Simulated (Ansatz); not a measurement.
`[F][Hf]([F])([F])[F]`, relaxed with RKS PBE-D4/def2-SVP in Ansatz from a rough embedded geometry. The force threshold is 0.03 eV/Å; the program also tests the step.

The species carries charge 0 and has multiplicity 1. Hf: def2 effective core potential.

Start:

```xyz
5

F    -0.454   -1.390    1.694
Hf    0.179    0.102   -0.208
F     0.240    2.005    1.073
F     1.811   -0.968   -1.301
F    -1.778    0.251   -1.258
```

Task: By how much does the energy fall, and how many steps does the optimiser take? (An estimate is asked.)

Result: Computed: 132.44 kcal/mol, in 4 steps.

Task: Which bonds change most? (Estimate.)

Result: The calculation gave: F1–Hf2 from 2.499 to 1.916 Å; Hf2–F3 from 2.294 to 1.916 Å; Hf2–F4 from 2.237 to 1.916 Å; Hf2–F5 from 2.226 to 1.916 Å.

Task: Give the relaxed structure. (An estimate is asked.)

Result: The calculation gave: 
```xyz
5

F    -0.388   -1.254    1.395
Hf    0.000    0.000    0.000
F     0.414    1.704    0.771
F     1.498   -0.623   -1.019
F    -1.524    0.172   -1.148
```
